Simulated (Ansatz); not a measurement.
```yaml
crystal:
  periodic: [false, false, false]
  atoms:
    - {symbol: Al, position_ang: [1.256081, 1.207477, 0.323244]}
    - {symbol: Al, position_ang: [-1.598615, 1.248948, 0.263278]}
    - {symbol: Al, position_ang: [-0.269549, -0.316705, 1.848815]}
    - {symbol: Al, position_ang: [-1.614407, -1.159872, -0.643776]}
    - {symbol: Al, position_ang: [0.069867, 2.612311, -1.707625]}
    - {symbol: Al, position_ang: [1.246982, -1.423846, 0.159481]}
    - {symbol: Al, position_ang: [0.380619, -0.254965, -1.987280]}
    - {symbol: H, position_ang: [0.529032, -1.913347, 1.743853]}
basis:
  gaussian: {orbitals: def2-TZVP}
hamiltonian: {xc: {name: revPBE0}, dispersion: d4}
scf: {lower_state_search: full}
output: {forces: true}
```

```sh
$ ansatz run in.yaml --threads 4 --pin off --events-out ev --progress --plain --max-ram 4787MiB
```

Shortened log:

```
Functional definition: revPBE0
1997 factors; their error is unknown
mean field evaluation 1: about -46180.4268 eV, gradient 3.8e1 eV
mean field evaluation 2: about -46165.1457 eV, gradient 6.8e1 eV
mean field evaluation 4: about -46185.3775 eV, gradient 1.2e1 eV
mean field evaluation 8: about -46186.0937 eV, gradient 9.9e-2 eV
mean field evaluation 16: about -46186.1789 eV, gradient 2.4e-4 eV
mean field -46186.17891102 eV, -1697.3107688637 hartree, gradient 1.8e-5 eV, S^2 0.000000; 0 other end points of the search recorded, 0 dependent functions left out
reference -46186.17894775 eV, -1697.3107702132 hartree; 46, 46 occupied and 219, 219 virtual orbitals, 1997 factors
Total energy: -46187.28016266 eV, -1697.3512391148 hartree
Atom 0 at     1.256081     1.207477     0.323244 Å, force    -0.176298    -0.135186    -0.067392 eV/Å
Atom 1 at    -1.598615     1.248948     0.263278 Å, force     0.206779    -0.071297    -0.085767 eV/Å
Atom 2 at    -0.269549    -0.316705     1.848815 Å, force    -0.013709     0.044203    -0.175293 eV/Å
Atom 3 at    -1.614407    -1.159872    -0.643776 Å, force     0.217382     0.101580     0.117385 eV/Å
Atom 4 at     0.069867     2.612311    -1.707625 Å, force    -0.045952    -0.084461     0.033579 eV/Å
Atom 5 at     1.246982    -1.423846     0.159481 Å, force    -0.136989     0.108881    -0.032207 eV/Å
Atom 6 at     0.380619    -0.254965    -1.987280 Å, force    -0.042208     0.112817     0.177614 eV/Å
Atom 7 at     0.529032    -1.913347     1.743853 Å, force    -0.009005    -0.076538     0.032080 eV/Å
Dipole moment:     0.077303    -0.282817     0.262056 e Å
```

It took 9.5 s on 4 threads of AMD EPYC 7B13 on a shared host, peak host memory 1.3 GiB.

The restricted singlet is unstable towards broken spin symmetry in Hartree–Fock (as tested in another run); at RKS revPBE0-D4/def2-TZVP this wasn't settled.
